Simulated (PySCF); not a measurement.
C4H10OSi, SMILES OC[C@H]1CC[SiH2]1. Atoms are numbered in the order given.

```xyz
16

O      2.4961     1.0580    -0.4349
C      1.7388    -0.1145    -0.1699
C      0.3402     0.1772     0.3481
C     -0.6644     0.8680    -0.6349
C     -2.0232     0.2951    -0.1264
Si    -1.0144    -1.1593     0.5885
H      2.0046     1.5646    -1.1073
H      2.3153    -0.6842     0.5894
H      1.6673    -0.7722    -1.0743
H      0.4113     0.7813     1.2800
H     -0.4710     0.5048    -1.6696
H     -0.6058     1.9783    -0.6626
H     -2.8105     0.1373    -0.8877
H     -2.4423     0.9196     0.6894
H     -1.3166    -1.7113     1.9583
H     -0.8672    -2.3076    -0.3774
```

Geometry optimised at PBE-D3(BJ)/def2-SVP. The structure was generated by enumeration; whether it is a known compound was not checked. The values are those of a single conformer.

These are PBE0/pcSseg-1 (PySCF) values and carry that method's errors.

GIAO shieldings, no solvent; atoms listed in one row are averaged. δ = σ(ref) − σ: ¹⁷O against H2O (σ = 334.2 ppm); ¹³C against TMS (σ = 186.3 ppm); ²⁹Si against TMS (σ = 352.7 ppm); ¹H against TMS (σ = 31.56 ppm), references at their B3LYP-D3(BJ)/def2-TZVP geometries, non-relativistic.

Computed chemical shifts:
```json
[
 {"nucleus": "¹⁷O", "atoms": "O1", "count": "1", "δ (ppm)": "53.0"},
 {"nucleus": "¹³C", "atoms": "C2", "count": "1", "δ (ppm)": "73.2"},
 {"nucleus": "¹³C", "atoms": "C3", "count": "1", "δ (ppm)": "35.8"},
 {"nucleus": "¹³C", "atoms": "C4", "count": "1", "δ (ppm)": "32.9"},
 {"nucleus": "¹³C", "atoms": "C5", "count": "1", "δ (ppm)": "11.5"},
 {"nucleus": "²⁹Si", "atoms": "Si6", "count": "1", "δ (ppm)": "-25.4"},
 {"nucleus": "¹H", "atoms": "H15", "count": "1", "δ (ppm)": "5.27"},
 {"nucleus": "¹H", "atoms": "H16", "count": "1", "δ (ppm)": "4.95"},
 {"nucleus": "¹H", "atoms": "H8, H9", "count": "2", "δ (ppm)": "4.10"},
 {"nucleus": "¹H", "atoms": "H12", "count": "1", "δ (ppm)": "3.10"},
 {"nucleus": "¹H", "atoms": "H10", "count": "1", "δ (ppm)": "2.51"},
 {"nucleus": "¹H", "atoms": "H11", "count": "1", "δ (ppm)": "2.17"},
 {"nucleus": "¹H", "atoms": "H14", "count": "1", "δ (ppm)": "1.75"},
 {"nucleus": "¹H", "atoms": "H13", "count": "1", "δ (ppm)": "1.53"},
 {"nucleus": "¹H", "atoms": "H7", "count": "1", "δ (ppm)": "0.81"}
]
```
